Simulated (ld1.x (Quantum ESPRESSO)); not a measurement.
## Before and after: ultrasoft potential for Zn

zinc, ultrasoft, made with ld1.x (Quantum ESPRESSO) 7.5 (PBEsol, non-relativistic). Core [Ne] 3s2, reference 3p6 3d10 4s1 4p1. Waves: 4s (bound): rcut 1.70, rcutus 1.90 bohr; 4s channel at 1.4 Ry: rcut 1.70, rcutus 1.90 bohr; 3p (bound): rcut 1.00, rcutus 1.05 bohr; 4p (bound): rcut 1.00, rcutus 1.05 bohr; 3d (bound): rcut 1.45, rcutus 1.55 bohr; 3d channel at 2.85 Ry: rcut 1.45, rcutus 1.55 bohr. Local part: all-electron potential smoothed inside 1.20 bohr (lloc = -1). Core correction: a·sin(br)/r model core inside 1.05 bohr. Augmentation charge: PSQ, inside the norm-conserving radii.

Change: core correction a·sin(br)/r model core inside 0.96 bohr.

Cutoffs: the cutoffs (Ry, on a coarse ladder) from which the occupation-weighted sum of valence levels, in a spherical-Bessel basis at the reference potential, stays within 10 and 1 mRy of its value at 400 Ry; they do not see the model core or the augmentation charge, which bear on the density cutoff. Errors are all-electron minus pseudo energies relative to the spin-unpolarised reference configuration.

Question: Predict the effect on cutoff, ghosts and configuration errors.

Answer: The potential gets neither clearly harder nor softer (90 Ry and 140 Ry → 90 Ry and 140 Ry); both files keep a bound ghost (s); the errors of the 7 common tests hardly move. A model core, the more so a compact one, raises the density cutoff, which this test does not measure.

| quantity | base | changed |
| --- | --- | --- |
| cutoff, loose | 90 Ry | 90 Ry |
| cutoff, tight | 140 Ry | 140 Ry |
| bound ghosts | s | s |
| error for 3p6 3d10 4s2 4p0, meV [ΔE -4.91 eV] | -0.9 | -0.9 |
| error for 3p6 3d10 4s1 4p0, meV [ΔE 4.77 eV] | 0.0 | 0.0 |
| error for 3p6 3d10 4s0 4p0, meV [ΔE 22.75 eV] | -3.8 | -3.8 |
| error for 3p6 3d9 4s2 4p0, meV [ΔE 13.52 eV] | -8.0 | -8.3 |
| error for 3p6 3d8 4s0 4p0, meV [ΔE 125.73 eV] | +31 | +30 |
| error for 3p5 3d10 4s2 4p0, meV [ΔE 86.02 eV] | -170 | -171 |
| error for 3p6 3d10 4s0 4p2, meV [ΔE 5.23 eV] | -1.5 | -1.5 |
| s: phases at 2.05 bohr within 0.05 rad from the reference energy up to (Ry; the scan ends near 5) | to the end of the scan | to the end of the scan |
| p: phases at 2.05 bohr within 0.05 rad from the reference energy up to (Ry; the scan ends near 5) | to the end of the scan | to the end of the scan |
| d: phases at 2.05 bohr within 0.05 rad from the reference energy up to (Ry; the scan ends near 5) | to the end of the scan | to the end of the scan |
| lowest overlap eigenvalue by channel | s 0.35, p 0.25, d 0.85 | s 0.35, p 0.25, d 0.85 |

 A true bound ghost makes a file unfit for plane-wave use even where its test errors are small: the radial tests pick states by their node count and pass the ghost by.
